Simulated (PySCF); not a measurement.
# Energy profile

The step: GeH₄O ([OH][GeH3]) + NH₃ → GeNH₅ ([NH2][GeH3]) + H₂O; bonds formed: Ge1–N7, O2–H6; bonds broken: Ge1–O2, H6–N7 (atoms numbered as in the saddle structure below).

```
10
angstrom
Ge -0.4285 0.3413 -0.7903
O 0.0479 1.0734 1.1907
H -0.5090 -0.5941 -2.0637
H -1.9103 0.4321 -0.3816
H 0.3331 1.5660 -1.3064
H 0.5564 -0.1872 1.0853
N 0.6958 -0.9587 0.2420
H -0.6935 1.2733 1.7643
H 0.2705 -1.8679 0.3693
H 1.6376 -1.0782 -0.1095
```

Electronic energies by CCSD(T) at an estimated basis limit (MP2 extrapolated from triple and quadruple zeta, plus CCSD(T) − MP2 in triple zeta), on PBE0-D4/def2-TZVP structures; GeNH7O, closed shell; no counterpoise correction. Computed with PySCF 2.14 with density fitting (its default auxiliary sets; JK sets also for MP2 and CCSD(T)) (basis: def2-TZVPP and def2-QZVPP); correlated methods freeze the cores. Filled d shells of the heavier atoms are correlated. The def2 sets are not built for correlating such inner shells, so the correlated values are less sure here. Extrapolation: Hartree–Fock as exp(−7.88 √X), correlation as X^−2.97.

Question: Give the profile in kJ/mol, counted from the separated reactants. (An estimate is asked for; the value comes from the calculation.)

Answer: By the calculation:
| point | kJ/mol |
| --- | --- |
| separated: GeH4O (linked as [OH][GeH3]; Ge1, O2, H3, H4, H5, H8; singlet) + NH3 (H6, N7, H9, H10; singlet) | 0.0 |
| start structure | -16.9 |
| saddle | 113.1 |
| end structure | -6.2 |
| separated: GeNH5 (linked as [NH2][GeH3]; Ge1, H3, H4, H5, N7, H9, H10; singlet) + H2O (O2, H6, H8; singlet) | 20.1 |

The T1 diagnostic stays at or below 0.012.

For scale, one of the runs: CCSD(T)/def2-TZVPP, 208 basis functions, launched by `OMP_NUM_THREADS=4 python run.py`. Time: 16 min of wall clock on 4 CPU threads of an Arm Neoverse V1; the host was shared. Peak host memory: 3.5 GiB.
